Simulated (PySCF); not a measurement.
## Calculated data, CH$_{6}$B$_{2}$Ge, CH$_{6}$BGeO, CH$_{7}$BGeN, B$_{2}$GeH$_{6}$N

Computed with PySCF 2.14.0. Calculation on a computer-drawn molecule: optimised geometry and harmonic frequencies of an isolated molecule of the commonest isotopes, restricted reference for singlets and unrestricted otherwise, frozen core in MP2; on germanium a core potential holds 10 electrons, which the energies leave out, and 3d is frozen in MP2 and coupled-cluster steps.

Common to all runs: charge 0; method HF; basis cc-pVDZ; basis and core potential on germanium cc-pVDZ-PP ECP10MDF.

```json
{"entry": 1, "formula": "CH6B2Ge", "start_structure": {"atoms_angstrom": [["B", -1.0617, -0.8338, 0.7183], ["C", 0.2849, -0.2475, 1.2515], ["B", 1.5983, -0.8409, 0.5311], ["Ge", 0.2602, 1.741, 0.7662], ["H", -1.899, -1.1232, 1.4146], ["H", -1.2286, -0.9571, -0.4555], ["H", 0.2979, -0.2272, 2.334], ["H", 1.577, -1.0078, -0.5387], ["H", 2.455, -1.1826, 1.2603], ["H", 0.1721, 1.5292, -0.7583]]}, "given": {"multiplicity": 1, "drawn_bonds_atom": [1, 2, 2, 1, 1, 2, 3, 3, 4], "drawn_bonds_other_atom": [2, 3, 4, 5, 6, 7, 8, 9, 10], "drawn_bonds_order": [1, 1, 1, 1, 1, 1, 1, 1, 1]}, "results": {"optimised_atom_element": ["B", "C", "B", "Ge", "H", "H", "H", "H", "H", "H"], "optimised_atom_x [angstrom]": [-1.024, 0.2744, 1.506, 0.2642, -1.909, -1.167, 0.3228, 1.539, 2.449, 0.2014], "optimised_atom_y [angstrom]": [-0.8288, -0.2096, -0.8465, 1.761, -1.196, -0.9495, -0.2147, -0.9738, -1.221, 1.528], "optimised_atom_z [angstrom]": [0.7055, 1.301, 0.5927, 0.7528, 1.433, -0.4801, 2.39, -0.6004, 1.239, -0.8104], "modes_frequency [cm^-1]": [52.33, 200.3, 218.7, 266.5, 344.7, 385.7, 484.3, 761.2, 833.2, 878.7, 1035, 1054, 1085, 1117, 1188, 1292, 1332, 1353, 2020, 2651, 2665, 2727, 2736, 3245], "modes_reduced_mass [dalton]": [1.031, 2.766, 2.556, 1.719, 1.123, 1.426, 3.633, 1.064, 1.19, 1.886, 1.684, 1.926, 1.83, 1.576, 1.157, 1.142, 1.215, 1.497, 1.021, 1.051, 1.056, 1.126, 1.124, 1.085], "rotational_constants [GHz]": [8.218, 3.034, 2.499], "total_energy [hartree]": -384.0531, "convergence_status_largest_gradient_component [hartree/bohr]": 4.133e-05}}
{"entry": 2, "formula": "CH6BGeO", "start_structure": {"atoms_angstrom": [["B", -2.3016, 0.8004, 0.8105], ["C", -1.1965, 1.4777, 1.6149], ["O", 0.0143, 1.695, 0.9907], ["Ge", -0.4432, -0.2682, 2.6656], ["H", -2.0278, 0.2699, -0.2329], ["H", -3.4291, 0.8071, 1.3156], ["H", -1.376, 2.2251, 2.4198], ["H", 0.1586, 1.1657, 0.2357], ["H", 0.2314, -1.0478, 1.4919], ["H", 0.9536, 0.4274, 3.1939]]}, "given": {"multiplicity": 2, "drawn_bonds_atom": [1, 2, 2, 1, 1, 2, 3, 4, 4], "drawn_bonds_other_atom": [2, 3, 4, 5, 6, 7, 8, 9, 10], "drawn_bonds_order": [1, 1, 1, 1, 1, 1, 1, 1, 1]}, "results": {"optimised_atom_element": ["B", "C", "O", "Ge", "H", "H", "H", "H", "H", "H"], "optimised_atom_x [angstrom]": [-2.294, -1.046, 0.04602, -0.3509, -2.239, -3.303, -1.281, 0.04791, 0.251, 0.7519], "optimised_atom_y [angstrom]": [0.8171, 1.364, 1.841, -0.2048, 0.5014, 0.6289, 2.11, 1.418, -1.264, 0.3412], "optimised_atom_z [angstrom]": [0.8243, 1.553, 0.8001, 2.659, -0.336, 1.444, 2.314, -0.04606, 1.717, 3.577], "modes_frequency [cm^-1]": [97.17, 152.6, 220.0, 275.8, 359.3, 416.5, 519.1, 566.7, 704.6, 852.0, 913.8, 1006, 1032, 1119, 1215, 1307, 1342, 1518, 2169, 2194, 2662, 2743, 3238, 4142], "modes_reduced_mass [dalton]": [1.094, 2.478, 5.268, 1.075, 1.55, 1.643, 2.247, 1.108, 1.352, 1.714, 1.043, 1.852, 1.449, 1.325, 2.276, 1.179, 1.477, 1.344, 1.018, 1.023, 1.059, 1.124, 1.085, 1.067], "rotational_constants [GHz]": [7.96, 2.968, 2.366], "total_energy [hartree]": -434.2197, "spin_squared": 0.755, "convergence_status_largest_gradient_component [hartree/bohr]": 3.94e-05}}
{"entry": 3, "formula": "CH7BGeN", "start_structure": {"atoms_angstrom": [["B", -1.6429, 0.1497, 2.2295], ["C", -1.2802, 0.7762, 0.9941], ["N", -0.12, 1.6119, 0.8706], ["Ge", -2.1851, 0.5437, -0.6756], ["H", -0.9862, 0.3692, 3.272], ["H", -2.6208, -0.525, 2.2803], ["H", 0.0676, 2.1478, 0.0562], ["H", 0.3194, 1.7832, 1.7482], ["H", -1.2116, -0.2378, -1.6947], ["H", -3.4436, -0.1959, -0.6091], ["H", -2.4018, 1.8564, -1.4145]]}, "given": {"multiplicity": 2, "drawn_bonds_atom": [1, 2, 2, 1, 1, 3, 3, 4, 4, 4], "drawn_bonds_other_atom": [2, 3, 4, 5, 6, 7, 8, 9, 10, 11], "drawn_bonds_order": [1, 1, 1, 1, 1, 1, 1, 1, 1, 1]}, "results": {}}
{"entry": 4, "formula": "B2GeH6N", "start_structure": {"atoms_angstrom": [["B", -1.1576, -0.8685, -2.416], ["N", -0.188, -0.6944, -1.4451], ["Ge", 0.6256, -1.9785, -0.2974], ["B", 1.9641, -1.4216, 0.9359], ["H", -1.4552, 0.1667, -3.0337], ["H", -1.6255, -1.9391, -2.6634], ["H", 0.2042, 0.2183, -1.314], ["H", -0.0864, -3.2363, -0.8024], ["H", 2.3187, -0.3081, 0.8747], ["H", 2.4822, -2.2011, 1.5848]]}, "given": {"multiplicity": 2, "drawn_bonds_atom": [1, 2, 3, 1, 1, 2, 3, 4, 4], "drawn_bonds_other_atom": [2, 3, 4, 5, 6, 7, 8, 9, 10], "drawn_bonds_order": [1, 1, 1, 1, 1, 1, 1, 1, 1]}, "results": {}}
```

To be estimated
1. Give the missing total energy for CH$_{7}$BGeN (entry 3).
2. CH$_{7}$BGeN (entry 3): spin squared?
3. CH$_{7}$BGeN (entry 3): rotational constants?
4. B$_{2}$GeH$_{6}$N (entry 4): total energy?
5. Give the missing rotational constants for B$_{2}$GeH$_{6}$N (entry 4).
6. Estimate the spin squared of B$_{2}$GeH$_{6}$N (entry 4).

Answers
1. -414.4102 hartree
2. 0.7589
3. 8.72, 2.808, 2.182 GHz
4. -400.6844 hartree
5. 19.02, 2.719, 2.379 GHz
6. 0.7578

Further results for CH$_{7}$BGeN (entry 3):

| Item | Value |
| --- | --- |
| convergence status largest gradient component | 1.273e-05 hartree/bohr |

Optimised structure:
```xyz
11
CH7BGeN
B     -1.5549     0.0396     2.2051
C     -1.2245     0.8200     0.9476
N     -0.2195     1.7357     0.9352
Ge    -2.1401     0.5143    -0.7602
H     -0.9413     0.2499     3.2241
H     -2.4281    -0.7861     2.1976
H     -0.1006     2.3776     0.1800
H      0.2267     1.9853     1.7949
H     -1.5340    -0.6826    -1.5014
H     -3.6284     0.2616    -0.5257
H     -1.9607     1.7641    -1.6402
```

Modes:
```
frequency (cm⁻¹)  reduced mass (dalton)
            55.5                  1.103
           232.7                  2.629
           300.2                  1.999
           311.6                   2.27
           319.6                  1.361
           433.4                  1.181
           537.1                   1.18
           549.3                  2.549
           637.8                  1.175
             648                  1.252
           916.6                  1.174
           936.1                  1.336
           958.2                   1.02
           968.1                   1.02
           985.2                  1.391
            1063                  1.802
            1289                  1.241
            1355                   2.11
            1507                  4.589
            1783                  1.193
            2188                  1.022
            2216                  1.021
            2247                  1.016
            2629                  1.063
            2706                   1.12
            3781                  1.047
            3910                  1.103
```

Further results for B$_{2}$GeH$_{6}$N (entry 4):

| Property | Result |
| --- | --- |
| convergence status largest gradient component | 3.959e-05 hartree/bohr |

Optimised structure:
```xyz
10
B2GeH6N
B     -1.1660    -0.8456    -2.4501
N     -0.1656    -0.6386    -1.4865
Ge     0.6084    -1.8900    -0.3856
B      2.0092    -1.4473     0.9257
H     -1.5730     0.0832    -3.0959
H     -1.6066    -1.9508    -2.6207
H      0.1745     0.2990    -1.3757
H     -0.0387    -3.2265    -0.7122
H      2.3857    -0.3158     1.0262
H      2.4542    -2.3303     1.5982
```

Modes:
```
frequency (cm⁻¹)  reduced mass (dalton)
            73.1                  2.671
           144.1                  2.769
           237.8                  1.326
           310.8                  2.878
           326.1                   1.17
           451.8                  1.034
           603.1                  2.939
           667.9                  1.914
           687.6                  2.288
           830.7                  1.107
           837.1                  1.157
           840.2                  1.146
            1018                  1.353
            1097                  1.358
            1219                  1.447
            1229                  1.227
            1358                  1.273
            1470                  2.161
            2278                   1.02
            2658                  1.053
            2690                  1.048
            2725                   1.13
            2792                  1.131
            3798                  1.076
```
